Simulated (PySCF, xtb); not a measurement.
C₃H₆BN₃, SMILES CNB1N=CC=N1.

GFN2-xTB (xtb) at its own geometry gives an orbital gap of 1.52 eV and a dipole moment of 1.45 D.

The structure is a stationary point at B3LYP-D3(BJ)/def2-SVP. The structure was generated by enumeration, and PubChem lists no compound with its InChIKey, so it may never have been made. The values are those of a single conformer.

What does PBE0/def2-TZVP run with PySCF give? (The exact figures need the calculation; the answer reports its results.)

gap 5.08 eV (levels -7.51 and -2.42 eV), dipole 0.64 D.
